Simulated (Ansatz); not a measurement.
C2H5S (SMILES CC[S]) moved off its minimum; all values from Ansatz (a first-principles code), cores frozen in correlated methods. Open shells are unrestricted.
(charge 0, multiplicity 2)
```xyz
8

C      1.67510    -0.27122    -0.01401
C      0.13767    -0.71143    -0.11666
S     -1.13378     0.51264     0.25911
H      1.80102    -0.02586     1.04905
H      2.24638    -1.22577    -0.18866
H      1.91938     0.55754    -0.75478
H     -0.04881    -1.58817     0.53517
H     -0.23000    -1.06616    -1.26109
```

Forces at wB97M-V/def2-TZVPP (eV/Å):

```csv
atom,Fx,Fy,Fz
C1,-1.633,-1.012,-0.684
C2,-0.224,-0.491,-2.271
S3,0.534,-0.163,-0.079
H4,0.321,0.435,-0.512
H5,-0.222,1.188,-0.113
H6,-0.167,-1.138,1.248
H7,0.150,0.366,-0.479
H8,1.241,0.815,2.890
```

Q: Give the forces (eV/Å), the total energy and the dipole at CCSD(T)/cc-pV(T+d)Z.

A: 
```json
[
 {"atom": "C1", "Fx": "-1.550", "Fy": "-0.984", "Fz": "-0.683"},
 {"atom": "C2", "Fx": "-0.143", "Fy": "-0.727", "Fz": "-2.350"},
 {"atom": "S3", "Fx": "0.297", "Fy": "0.082", "Fz": "-0.001"},
 {"atom": "H4", "Fx": "0.332", "Fy": "0.468", "Fz": "-0.433"},
 {"atom": "H5", "Fx": "-0.184", "Fy": "1.118", "Fz": "-0.136"},
 {"atom": "H6", "Fx": "-0.150", "Fy": "-1.084", "Fz": "1.206"},
 {"atom": "H7", "Fx": "0.160", "Fy": "0.320", "Fz": "-0.425"},
 {"atom": "H8", "Fx": "1.239", "Fy": "0.805", "Fz": "2.821"}
]
```
Energy -476.7488 hartree, dipole 1.67 D.
